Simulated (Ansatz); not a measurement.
Ansatz (a quantum-chemistry and plane-wave program) input file for C₂H₇OSi, SMILES C[SiH](C)[O], multiplicity 2, PBE/def2-SVPD. Coordinates come from a B3LYP-D3(BJ)/def2-SVP optimisation. The geometry has at least one imaginary mode, so it is a saddle point at that level. The isomer is the one that the SMILES or the coordinates give; other isomers of the formula were not compared.

Ansatz 0.2 input:
```yaml
crystal:
  periodic: [false, false, false]
  atoms:
    - {symbol: C, position_ang: [0.21801684, 0.76012495, -1.55852447]}
    - {symbol: Si, position_ang: [-0.38501110, -0.10868461, -0.00000000]}
    - {symbol: C, position_ang: [0.21801684, 0.76012497, 1.55852446]}
    - {symbol: O, position_ang: [0.32948215, -1.63667611, 0.00000001]}
    - {symbol: H, position_ang: [-0.22691738, 1.76829378, -1.60634099]}
    - {symbol: H, position_ang: [1.31458983, 0.85457457, -1.54895653]}
    - {symbol: H, position_ang: [-0.08001243, 0.21153765, -2.46509668]}
    - {symbol: H, position_ang: [-1.87722386, -0.17531813, 0.00000000]}
    - {symbol: H, position_ang: [1.31458982, 0.85457459, 1.54895651]}
    - {symbol: H, position_ang: [-0.08001243, 0.21153768, 2.46509668]}
    - {symbol: H, position_ang: [-0.22691738, 1.76829381, 1.60634098]}
basis:
  gaussian:
    orbitals: def2-SVPD
hamiltonian:
  xc: {name: PBE}
magnetization: {spin_polarized: true, initial_magnetization: 1}
```

Log of the run:

```
WARN ansatz: RAYON_NUM_THREADS=1 ignored (pool sized by the plan → 1); use --threads N
Functional definition: PBE
integrals: 0.07 GiB planned
1199 factors; their error is unknown
mean field: 0.60 GiB planned
mean field evaluation 1: about -12080.4088 eV, gradient 6.1e1 eV
mean field evaluation 2: about -11968.4803 eV, gradient 1.4e2 eV
mean field evaluation 4: about -12095.9488 eV, gradient 1.7e1 eV
mean field evaluation 8: about -12097.3047 eV, gradient 1.7e-1 eV
mean field evaluation 16: about -12097.2545 eV, gradient 8.2e-4 eV
mean field evaluation 32: about -12097.3682 eV, gradient 4.7e-2 eV
mean field -12097.36902899 eV, -444.5701119241 hartree, gradient 7.7e-6 eV, S^2 0.753035; 4 other end points of the search recorded, 0 dependent functions left out
reference -12097.36907720 eV, -444.5701136957 hartree; 21, 20 occupied and 122, 123 virtual orbitals, 1199 factors
Total energy: -12097.36907720 eV, -444.5701136957 hartree
```

The run converged.
